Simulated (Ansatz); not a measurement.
Steps of a relaxation of CH4BNO with RKS PBE-D4/def2-SVP.

```sh
$ ansatz run in.yaml --threads 2 --pin off --events-out ev --progress --plain --max-ram 4352MiB
```

```yaml
crystal:
  periodic: [false, false, false]
  atoms:
    - {symbol: B, position_ang: [-0.616500, 1.149300, -0.349500]}
    - {symbol: C, position_ang: [0.074100, -0.117800, 0.042400]}
    - {symbol: N, position_ang: [1.175800, -0.042000, 0.654300]}
    - {symbol: O, position_ang: [-0.411400, -1.338400, -0.276800]}
    - {symbol: H, position_ang: [-1.695700, 1.128800, -0.949600]}
    - {symbol: H, position_ang: [-0.200800, 2.265000, -0.101600]}
    - {symbol: H, position_ang: [1.756500, -0.900600, 0.956200]}
    - {symbol: H, position_ang: [0.010100, -2.201400, -0.031200]}
basis:
  gaussian: {orbitals: def2-SVP}
hamiltonian: {xc: pbe, dispersion: d4}
relax: {f_tol: 0.03, max_steps: 200}
```

Positions (Å) and forces (eV/Å) along the path, 18 of 35 steps:

```xyz
8
step=1 energy=-5303.1658 eV
B    -0.617    1.149   -0.349   -2.092    1.964   -1.046
C     0.074   -0.118    0.042    1.637   -3.849    0.684
N     1.176   -0.042    0.654    3.435    1.149    2.013
O    -0.411   -1.338   -0.277   -2.605   -0.964   -1.432
H    -1.696    1.129   -0.950    0.339   -0.155    0.146
H    -0.201    2.265   -0.102    0.274   -0.317    0.131
H     1.756   -0.901    0.956   -1.432    0.836   -0.766
H     0.010   -2.201   -0.031    0.445    1.335    0.270
8
step=2 energy=-5303.6291 eV
B    -0.648    1.147   -0.348   -0.685    0.762   -0.660
C     0.118   -0.137    0.026    1.052   -1.780    0.866
N     1.226   -0.019    0.672    0.810    0.651    0.402
O    -0.455   -1.330   -0.297   -1.236   -0.020   -0.767
H    -1.705    1.095   -0.961    0.112   -0.056    0.155
H    -0.176    2.231   -0.079    0.035   -0.120    0.090
H     1.738   -0.887    0.959   -0.579    0.080   -0.341
H    -0.005   -2.157   -0.028    0.491    0.484    0.255
8
step=3 energy=-5303.7038 eV
B    -0.634    1.152   -0.421   -0.292   -0.143    1.014
C     0.106   -0.154    0.110    0.384    0.328   -0.791
N     1.250   -0.013    0.705   -0.426    0.009   -0.042
O    -0.493   -1.315   -0.300    0.043   -0.073    0.229
H    -1.726    1.068   -0.946    0.163    0.006   -0.261
H    -0.164    2.215   -0.079    0.070    0.031   -0.274
H     1.697   -0.924    0.916    0.029   -0.215    0.065
H     0.056   -2.087   -0.040    0.029    0.057    0.061
8
step=4 energy=-5303.7221 eV
B    -0.624    1.185   -0.358   -0.169   -0.146    0.097
C     0.153   -0.124    0.093    0.403    0.016    0.044
N     1.286   -0.062    0.719   -0.369    0.315   -0.191
O    -0.489   -1.273   -0.297   -0.032    0.019    0.004
H    -1.662    0.959   -0.938   -0.119    0.203   -0.121
H    -0.265    2.331   -0.138    0.132   -0.351    0.031
H     1.659   -1.010    0.898    0.140   -0.251    0.101
H     0.033   -2.063   -0.035    0.016    0.194    0.035
8
step=5 energy=-5303.7466 eV
B    -0.657    1.165   -0.364    0.171   -0.494    0.033
C     0.130   -0.140    0.063   -0.234    0.102   -0.288
N     1.263   -0.035    0.670    0.057   -0.147    0.247
O    -0.477   -1.317   -0.290    0.017    0.182    0.112
H    -1.681    1.070   -0.971   -0.411   -0.054   -0.220
H    -0.214    2.231   -0.083    0.259    0.459    0.170
H     1.624   -0.991    0.892    0.181    0.128   -0.021
H     0.104   -2.040    0.028   -0.041   -0.177   -0.034
8
step=6 energy=-5303.7689 eV
B    -0.656    1.156   -0.370   -0.024    0.036    0.002
C     0.125   -0.147    0.058    0.035    0.020    0.058
N     1.252   -0.026    0.682   -0.021   -0.004   -0.039
O    -0.486   -1.321   -0.283   -0.002   -0.010   -0.037
H    -1.699    1.073   -0.987    0.014   -0.001    0.000
H    -0.188    2.231   -0.064   -0.010   -0.023   -0.010
H     1.664   -0.959    0.896    0.027   -0.003    0.018
H     0.081   -2.065    0.012   -0.020   -0.016    0.008
8
step=7 energy=-5303.7692 eV
B    -0.657    1.156   -0.368    0.016   -0.001    0.000
C     0.129   -0.145    0.061   -0.085   -0.048   -0.071
N     1.257   -0.027    0.677    0.059    0.013    0.073
O    -0.488   -1.317   -0.288    0.009    0.022    0.025
H    -1.693    1.069   -0.994    0.000   -0.002   -0.001
H    -0.197    2.231   -0.058    0.000    0.010    0.003
H     1.676   -0.956    0.898   -0.004    0.007   -0.029
H     0.065   -2.068    0.016    0.004   -0.001    0.001
8
step=8 energy=-5303.7748 eV
B    -0.657    1.156   -0.366    0.004    0.006    0.009
C     0.120   -0.147    0.078   -0.028   -0.022   -0.004
N     1.282   -0.030    0.633   -0.038    0.037   -0.025
O    -0.521   -1.318   -0.219   -0.023    0.033   -0.005
H    -1.596    1.084   -1.135    0.050   -0.030    0.004
H    -0.289    2.226    0.064    0.010   -0.013    0.019
H     1.718   -0.961    0.803    0.016    0.004   -0.011
H     0.034   -2.068    0.086    0.009   -0.015    0.013
8
step=11 energy=-5303.7788 eV rejected
B    -0.665    1.150   -0.339   -0.018    0.212   -0.399
C     0.085   -0.156    0.109    0.060   -0.186    0.100
N     1.291   -0.013    0.552   -0.039   -0.189   -0.050
O    -0.585   -1.326   -0.125    0.144    0.019    0.123
H    -1.392    1.095   -1.341    0.268    0.119    0.475
H    -0.412    2.191    0.253   -0.210   -0.219   -0.146
H     1.804   -0.921    0.646   -0.181    0.178   -0.055
H    -0.034   -2.077    0.190   -0.025    0.067   -0.048
8
step=13 energy=-5303.7959 eV
B    -0.656    1.151   -0.351    0.013    0.066   -0.081
C     0.089   -0.157    0.108    0.038   -0.060    0.038
N     1.296   -0.019    0.545   -0.086   -0.034   -0.045
O    -0.582   -1.327   -0.107    0.031    0.039    0.034
H    -1.387    1.115   -1.329    0.096    0.027    0.116
H    -0.437    2.187    0.244   -0.070   -0.072   -0.039
H     1.786   -0.934    0.646   -0.022    0.037   -0.025
H    -0.017   -2.073    0.187   -0.001   -0.003    0.003
8
step=15 energy=-5303.8019 eV
B    -0.650    1.152   -0.346   -0.047    0.020   -0.117
C     0.078   -0.163    0.114    0.040   -0.046    0.048
N     1.295   -0.017    0.517   -0.055   -0.045   -0.007
O    -0.597   -1.334   -0.076    0.023    0.071    0.033
H    -1.325    1.129   -1.363    0.084    0.034    0.100
H    -0.481    2.180    0.278   -0.036   -0.069   -0.020
H     1.795   -0.927    0.610   -0.007    0.036   -0.037
H    -0.023   -2.077    0.211   -0.002   -0.001    0.001
8
step=18 energy=-5303.8132 eV
B    -0.648    1.143   -0.335    0.072    0.173   -0.170
C     0.045   -0.183    0.134    0.071   -0.061    0.083
N     1.287   -0.008    0.429   -0.175   -0.067   -0.091
O    -0.643   -1.352    0.039    0.064    0.035    0.006
H    -1.103    1.200   -1.474    0.055   -0.017    0.251
H    -0.630    2.128    0.382   -0.048   -0.135   -0.084
H     1.830   -0.896    0.473   -0.020    0.068    0.016
H    -0.046   -2.089    0.295   -0.018    0.004   -0.010
8
step=19 energy=-5303.8162 eV
B    -0.644    1.141   -0.334    0.122    0.108   -0.074
C     0.040   -0.192    0.136   -0.019    0.082    0.058
N     1.282   -0.005    0.410   -0.042   -0.016   -0.073
O    -0.653   -1.353    0.061   -0.058   -0.067   -0.030
H    -1.059    1.211   -1.481    0.010   -0.014    0.133
H    -0.656    2.115    0.395   -0.036   -0.096   -0.051
H     1.848   -0.875    0.453   -0.029    0.019    0.024
H    -0.065   -2.099    0.305    0.053   -0.016    0.013
8
step=22 energy=-5303.8209 eV
B    -0.627    1.143   -0.337    0.029   -0.028    0.037
C     0.013   -0.207    0.137   -0.058   -0.028   -0.025
N     1.259    0.003    0.358    0.010   -0.003    0.020
O    -0.672   -1.374    0.105    0.009    0.019    0.006
H    -0.976    1.247   -1.496   -0.005    0.008   -0.029
H    -0.695    2.086    0.422    0.001    0.010   -0.001
H     1.852   -0.846    0.422    0.002    0.010   -0.014
H    -0.062   -2.110    0.332    0.011    0.012    0.004
8
step=24 energy=-5303.8231 eV
B    -0.613    1.142   -0.332    0.009   -0.066   -0.037
C    -0.026   -0.231    0.137   -0.039    0.040    0.022
N     1.219    0.016    0.321    0.014   -0.037    0.015
O    -0.689   -1.406    0.141    0.003    0.039   -0.006
H    -0.897    1.276   -1.508    0.014    0.015    0.017
H    -0.703    2.070    0.442   -0.004   -0.003    0.007
H     1.858   -0.798    0.386   -0.005    0.030   -0.026
H    -0.056   -2.125    0.356    0.008   -0.018    0.008
8
step=28 energy=-5303.8567 eV
B    -0.476    1.130   -0.319    0.158   -0.142   -0.242
C    -0.201   -0.356    0.097    0.364    0.249   -0.010
N     1.017    0.079    0.132   -0.065   -0.977    0.028
O    -0.774   -1.549    0.282    0.496    0.132    0.005
H    -0.548    1.407   -1.526    0.023   -0.110    0.468
H    -0.746    1.953    0.542    0.089   -0.053   -0.104
H     1.896   -0.508    0.232   -0.859    0.720   -0.075
H    -0.075   -2.214    0.504   -0.205    0.181   -0.071
8
step=29 energy=-5303.8443 eV rejected
B    -0.430    1.108   -0.310    0.427    0.370   -0.312
C    -0.293   -0.422    0.077    0.595    0.557    0.036
N     0.892    0.110    0.075    0.746   -1.773    0.326
O    -0.793   -1.629    0.306    0.467    0.163   -0.012
H    -0.449    1.423   -1.516   -0.229   -0.139    0.516
H    -0.644    1.951    0.565   -0.174   -0.237   -0.244
H     1.869   -0.342    0.213   -1.640    0.908   -0.238
H    -0.060   -2.255    0.533   -0.191    0.151   -0.072
8
step=35 energy=-5303.9549 eV
B    -0.374    1.110   -0.314    0.003   -0.007    0.000
C    -0.290   -0.416    0.067    0.013    0.015    0.000
N     0.898    0.067    0.054   -0.006   -0.008    0.000
O    -0.793   -1.612    0.315   -0.005   -0.005    0.000
H    -0.471    1.416   -1.491   -0.001    0.002   -0.003
H    -0.651    1.918    0.557   -0.001    0.002    0.003
H     1.843   -0.297    0.224   -0.008   -0.001    0.000
H    -0.069   -2.243    0.532    0.005    0.001    0.000
```

Hardware: 2 threads of an AMD EPYC 9B14 on a shared host. Wall time 29 s, peak host memory 0.16 GiB.
